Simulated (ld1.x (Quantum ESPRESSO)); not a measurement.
## Br: one change to a TM potential, before and after

```json
{
  "Element": "bromine",
  "Generator": "ld1.x (Quantum ESPRESSO) 7.5",
  "Type": "norm-conserving Troullier–Martins (Kleinman–Bylander form)",
  "Functional": "LDA (PZ)",
  "Relativity": "scalar-relativistic",
  "Frozen core": "[Ar] 3d10",
  "Valence charge": "7",
  "Reference configuration": "4s2 4p4.75 (charge +0.25)",
  "Partial waves": "4p (bound): rc 1.25 bohr; 4d channel at 0.2 Ry: rc 1.15 bohr; 4s (bound): rc 1.35 bohr",
  "Local potential": "the s channel",
  "Core correction": "none"
}
```

All-electron outer shells of the reference configuration (LDA (PZ), scalar-relativistic, ld1.x):

```tsv
shell	level (eV)	outermost node (bohr)	outermost maximum (bohr)
3d	-69.62	–	0.43
4s	-22.76	0.67	1.41
4p	-10.29	0.70	1.64
```

Change: all radii scaled by about 1.39 (s 1.86, p 1.74, d 1.60 bohr).

Cutoffs: the cutoffs (Ry, on a coarse ladder) from which the occupation-weighted sum of valence levels, in a spherical-Bessel basis at the reference potential, stays within 10 and 1 mRy of its value at 400 Ry; they do not see the model core or the augmentation charge, which bear on the density cutoff. Errors are all-electron minus pseudo energies relative to the spin-unpolarised reference configuration.

**Question.** Predict the effect on cutoff, ghosts and configuration errors.

**Answer.** The potential gets softer (80 Ry and 140 Ry → 35 Ry and 60 Ry); the bound ghosts move from d, p to d; of the 9 tests that both files solve, the error grows in 7 and shrinks in 0 by more than 15 % and 0.3 meV (median size 3.8 → 36.5 meV). A larger radius leaves more room for a smooth pseudo-wave, so fewer plane waves are needed. More of the atom is replaced by a form fitted at one configuration, so other configurations suffer.

| quantity | base | changed |
| --- | --- | --- |
| cutoff, loose | 80 Ry | 35 Ry |
| cutoff, tight | 140 Ry | 60 Ry |
| loose cutoff by channel (10 mRy a level) | p 60 Ry, s 35 Ry | p 10 Ry, s 18 Ry |
| bound ghosts | p, d | d |
| error for 4s2 4p5, meV [ΔE -2.28 eV] | +0.3 | +5.6 |
| error for 4s2 4p4, meV [ΔE 10.42 eV] | -2.2 | +60 |
| error for 4s2 4p3, meV [ΔE 33.37 eV] | -3.8 | +398 |
| error for 4s1 4p6, meV [ΔE 10.13 eV] | +5.6 | +6.1 |
| error for 4s1 4p5, meV [ΔE 23.47 eV] | +0.4 | +183 |
| error for 4s2 4p5.3, meV [ΔE -4.29 eV] | +0.4 | +23 |
| error for 4s2 4p2, meV [ΔE 67.59 eV] | +15 | +1055 |
| error for 4s2 4p4.75 (spin-polarised), meV [ΔE -0.25 eV] | +34 | +37 |
| error for 4s2 4p5 (spin-polarised), meV [ΔE -2.44 eV] | +21 | +27 |

 A true bound ghost makes a file unfit for plane-wave use even where its test errors are small: the radial tests pick states by their node count and pass the ghost by.
